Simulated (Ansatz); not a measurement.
Gas-phase electronic energies from Ansatz, PBE0-D4/def2-TZVP geometries. CCSD(T)/CBS adds triple-zeta CCSD(T) − MP2 to the extrapolated MP2 energy (def2 sets, frozen cores). This one scheme is used for every species, atoms too. DFT in def2-TZVPP. No spin–orbit coupling; open shells (•) take unrestricted orbitals. Elements past krypton have def2 core potentials. Bonds to Sn are less sure, by a few kJ/mol each and by 10 to 20 or more in all where they break to atoms, as the def2 sets lack core-valence functions.

`[SiH3][O][SnH3]` → H• + `[SiH3][O][SnH2]`•  (homolysis of the H–Sn bond)

`[SiH3][O][SnH3]`:

```xyz
9

Si    0.975   -0.568    1.183
O    -0.327   -0.604    0.208
Sn   -1.071    0.519   -1.220
H     2.243   -0.582    0.398
H     0.947   -1.760    2.069
H     0.988    0.661    2.029
H    -2.480   -0.305   -1.689
H     0.108    0.593   -2.449
H    -1.383    2.046   -0.529
```

`[SiH3][O][SnH2]`•:

Cartesian coordinates in Å:
```
Si 0.626 1.092 -0.611
O 0.541 -0.348 0.150
Sn -0.769 -1.288 1.281
H -0.736 1.630 -0.903
H 1.359 0.925 -1.894
H 1.344 2.095 0.224
H -0.114 -2.880 1.360
H -2.252 -1.225 0.394
```

```csv
level,ΔE (kcal/mol)
r2SCAN0-D4,75.8
BLYP,73.1
BHLYP,77.4
CCSD/def2-SVP,75.9
```

What does CCSD(T)/CBS give? (An estimate is asked.)

Computed: +80.7 kcal/mol. The listed levels differ from it by -4.9, -7.6, -3.3, -4.8 kcal/mol.

Largest T1 diagnostic among the species: 0.016.

From BLYP to BHLYP (50 % exact exchange), in def2-TZVPP and without D4, ΔE moves by +4.3 kcal/mol. Leaving LDA and LC-ωPBE aside and taking each functional with its dispersion term where it has one, the values, not all of them listed here, spread over 7.5 kcal/mol, from revPBE-D4 to B97M-V. LDA lies +9.6 kcal/mol from PBE without D4, its usual overbinding.
